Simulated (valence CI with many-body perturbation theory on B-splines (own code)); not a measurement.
Tl¹⁰⁺: E2, M1 decay

Computed by valence CI with perturbative core correlation (CI+MBPT): three valence electrons over a frozen Dirac-Fock core [Xe] 4f14, a basis of 9 s, 9 p, 10 d, 8 f, 5 g, 3 h, 1 i functions for each j, with the one-electron correlation potential Σ1, the two-electron term Σ2, the three-electron term Σ3, Breit, model QED; selected CI, second order for the rest, scaled by the run's own slope (own B-spline code, finite nucleus).

No measured levels were compared; by estimate terms of the open shell hold to 2 to 4 % of their energy, and close levels can change places. Core correlation moves these levels by up to 12000 cm⁻¹, and in measured spectra 5 to 20 % of such shifts remained as error; rates that hang on mixing are uncertain with them. The list stops below the first excitations out of the core. Only levels of the ground parity were solved; by the run's estimate the other parity begins above the list, which can be wrong where configurations are misplaced.

Lines 51 to 100 of 120 in falling wavelength, among levels below 388240 cm⁻¹, chosen from the decays that carry over 1 % of a level's rate. Wavelengths and rates use the calculated energies, so an error of 2000 cm⁻¹ moves a line at 2131 Å by 4.3 % and its rate by three times that or more. Electric multipoles are in the length gauge, E1 and E2 with the static RPA response of the core. Weak lines are less certain than strong ones. Lines between different terms over intervals too small for the method are left out, as are lines whose strength nearly cancels. Where a level lies close to another of its J and parity, the split of strength between their lines is uncertain.

Levels are named by their leading jj configuration (3d3/2^4 stands for four electrons in 3d with j = 3/2), which in mixed levels can hold well under half, so a name can repeat and another be missing. Letters in brackets count levels of one name in rising energy.

| λ vac (Å) | Upper | Lower | Type | A (s⁻¹) | Branch % |
| --- | --- | --- | --- | --- | --- |
| 2131 | (5d3/2 5d5/2^2) J=7/2 [b] | (5d3/2^2 5d5/2) J=7/2 | M1 | 5.30e+01 | 24.5 |
| 2116 | (5d3/2 5d5/2^2) J=3/2 [b] | (5d3/2 5d5/2^2) J=3/2 [a] | M1 | 1.48e+02 | 18.7 |
| 2044 | (5d3/2^2 5d5/2) J=5/2 [b] | (5d3/2^3) J=3/2 | M1 | 1.61e+01 | 13.1 |
| 2011 | (5d3/2 5d5/2^2) J=5/2 [a] | (5d3/2^2 5d5/2) J=5/2 [a] | M1 | 4.10e+01 | 13.0 |
| 1918 | (5d5/2^3) J=9/2 | (5d3/2^2 5d5/2) J=7/2 | M1 | 2.81e+01 | 4.1 |
| 1887 | (5d3/2 5d5/2^2) J=5/2 [b] | (5d3/2^2 5d5/2) J=5/2 [a] | M1 | 6.73e+00 | 2.6 |
| 1868 | (5d5/2^3) J=5/2 | (5d3/2 5d5/2^2) J=3/2 [a] | M1 | 3.72e+02 | 27.0 |
| 1799 | (5d3/2 5d5/2^2) J=3/2 [b] | (5d3/2^2 5d5/2) J=5/2 [b] | M1 | 1.95e+01 | 2.5 |
| 1775 | (5d3/2 5d5/2^2) J=3/2 [b] | (5d3/2 5d5/2^2) J=7/2 [a] | E2 | 1.78e+01 | 2.3 |
| 1770 | (5d3/2 5d5/2^2) J=7/2 [b] | (5d3/2^2 5d5/2) J=5/2 [a] | M1 | 2.45e+01 | 11.3 |
| 1760 | (5d5/2^3) J=3/2 | (5d3/2^2 5d5/2) J=3/2 | M1 | 5.26e+01 | 7.2 |
| 1747 | (5d3/2 5d5/2^2) J=3/2 [a] | (5d3/2^3) J=3/2 | M1 | 4.60e+01 | 5.9 |
| 1671 | (5d3/2 5d5/2^2) J=1/2 | (5d3/2^3) J=3/2 | M1 | 8.67e+00 | 2.0 |
| 1617 | (5d5/2^3) J=5/2 | (5d3/2^2 5d5/2) J=5/2 [b] | M1 | 1.83e+02 | 13.3 |
| 1597 | (5d5/2^3) J=5/2 | (5d3/2 5d5/2^2) J=7/2 [a] | M1 | 1.66e+02 | 12.0 |
| 1506 | (5d5/2^3) J=3/2 | (5d3/2^2 5d5/2) J=5/2 [a] | M1 | 1.34e+02 | 18.4 |
| 1485 | (5d3/2 5d5/2^2) J=5/2 [a] | (5d3/2^3) J=3/2 | M1 | 1.80e+01 | 5.7 |
| 1416 | (5d3/2 5d5/2^2) J=5/2 [b] | (5d3/2^3) J=3/2 | M1 | 2.60e+01 | 10.2 |
| 1416 | (5d3/2 5d5/2^2) J=5/2 [b] | (5d3/2^3) J=3/2 | E2 | 3.98e+00 | 1.6 |
| 1377 | (5d3/2 5d5/2^2) J=3/2 [b] | (5d3/2^2 5d5/2) J=1/2 | M1 | 2.32e+01 | 2.9 |
| 1294 | (5d3/2 5d5/2^2) J=3/2 [b] | (5d3/2^2 5d5/2) J=3/2 | M1 | 5.75e+01 | 7.3 |
| 1293 | (5d3/2 5d5/2^2) J=3/2 [b] | (5d3/2^2 5d5/2) J=7/2 | E2 | 1.33e+01 | 1.7 |
| 1196 | (5d5/2^3) J=5/2 | (5d3/2^2 5d5/2) J=7/2 | M1 | 3.68e+01 | 2.7 |
| 1190 | (5d5/2^3) J=3/2 | (5d3/2^3) J=3/2 | M1 | 1.11e+01 | 1.5 |
| 1151 | (5d3/2 5d5/2^2) J=3/2 [b] | (5d3/2^2 5d5/2) J=5/2 [a] | M1 | 5.48e+01 | 6.9 |
| 372.5 | (5d3/2^2 6s) J=5/2 | (5d3/2 5d5/2^2) J=9/2 | E2 | 6.16e+03 | 1.4 |
| 366.6 | (5d3/2^2 6s) J=1/2 | (5d3/2 5d5/2^2) J=5/2 [a] | E2 | 2.16e+04 | 4.7 |
| 365.9 | (5d3/2 5d5/2 6s) J=9/2 | (5d5/2^3) J=9/2 | E2 | 4.40e+03 | 1.1 |
| 365.0 | (5d3/2 5d5/2 6s) J=5/2 [a] | (5d3/2 5d5/2^2) J=5/2 [b] | E2 | 9.21e+03 | 1.9 |
| 360.8 | (5d3/2 5d5/2 6s) J=7/2 [a] | (5d3/2 5d5/2^2) J=11/2 | E2 | 1.58e+04 | 4.0 |
| 360.7 | (5d3/2 5d5/2 6s) J=5/2 [a] | (5d3/2 5d5/2^2) J=5/2 [a] | E2 | 5.25e+03 | 1.1 |
| 359.0 | (5d3/2 5d5/2 6s) J=9/2 | (5d3/2 5d5/2^2) J=7/2 [b] | E2 | 1.07e+04 | 2.6 |
| 353.6 | (5d3/2 5d5/2 6s) J=7/2 [a] | (5d3/2 5d5/2^2) J=3/2 [a] | E2 | 8.12e+03 | 2.1 |
| 353.1 | (5d3/2^2 6s) J=3/2 | (5d3/2^2 5d5/2) J=1/2 | E2 | 3.60e+04 | 10.4 |
| 351.2 | (5d3/2 5d5/2 6s) J=5/2 [a] | (5d3/2 5d5/2^2) J=1/2 | E2 | 1.61e+04 | 3.3 |
| 350.5 | (5d3/2 5d5/2 6s) J=9/2 | (5d3/2 5d5/2^2) J=5/2 [a] | E2 | 5.48e+03 | 1.3 |
| 348.0 | (5d3/2 5d5/2 6s) J=5/2 [a] | (5d3/2 5d5/2^2) J=3/2 [a] | E2 | 6.35e+04 | 12.9 |
| 347.8 | (5d3/2^2 6s) J=5/2 | (5d3/2^2 5d5/2) J=1/2 | E2 | 4.61e+03 | 1.1 |
| 347.3 | (5d3/2^2 6s) J=3/2 | (5d3/2^2 5d5/2) J=3/2 | E2 | 5.17e+04 | 15.0 |
| 347.3 | (5d3/2^2 6s) J=3/2 | (5d3/2^2 5d5/2) J=7/2 | E2 | 3.52e+04 | 10.2 |
| 346.1 | (5d3/2^2 6s) J=5/2 | (5d3/2^2 5d5/2) J=9/2 | E2 | 1.02e+05 | 23.5 |
| 346.0 | (5d3/2 5d5/2 6s) J=7/2 [a] | (5d3/2 5d5/2^2) J=9/2 | E2 | 4.83e+04 | 12.2 |
| 345.0 | (5d3/2 5d5/2 6s) J=9/2 | (5d3/2 5d5/2^2) J=11/2 | E2 | 5.56e+04 | 13.3 |
| 343.5 | (5d3/2 5d5/2 6s) J=7/2 [a] | (5d3/2^2 5d5/2) J=5/2 [b] | E2 | 1.48e+04 | 3.7 |
| 343.4 | (5d3/2^2 6s) J=1/2 | (5d3/2^2 5d5/2) J=5/2 [b] | E2 | 1.62e+05 | 35.4 |
| 342.6 | (5d3/2 5d5/2 6s) J=7/2 [a] | (5d3/2 5d5/2^2) J=7/2 [a] | E2 | 3.34e+04 | 8.4 |
| 342.2 | (5d3/2^2 6s) J=5/2 | (5d3/2^2 5d5/2) J=3/2 | E2 | 2.46e+04 | 5.7 |
| 342.2 | (5d3/2^2 6s) J=5/2 | (5d3/2^2 5d5/2) J=7/2 | E2 | 8.67e+04 | 20.0 |
| 340.6 | (5d3/2 5d5/2 6s) J=5/2 [a] | (5d3/2 5d5/2^2) J=9/2 | E2 | 5.06e+04 | 10.3 |
| 338.2 | (5d3/2 5d5/2 6s) J=5/2 [a] | (5d3/2^2 5d5/2) J=5/2 [b] | E2 | 5.31e+03 | 1.1 |
